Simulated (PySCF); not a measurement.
Al(H)(Cl)(Me) (CH₄AlCl), SMILES [CH3][AlH][Cl]. The structure is a stationary point at PBE0-D3(BJ)/def2-TZVP.

TDA-B3LYP/def2-SVPD run with PySCF 2.14.0 puts the lowest singlet excitations at 5.44, 6.63, 6.89, 6.93, 6.99, 7.56 eV.

### Question
What are the lowest excitation roots from PySCF with ADC(2)/aug-cc-pVDZ? (The exact figures need the calculation; the answer reports its results.)

### Answer
5.91, 7.26, 7.46, 7.58, 7.66, 7.79 eV. S1 differs by 0.47 eV (second minus first; roots are paired by order, and the bases may differ).
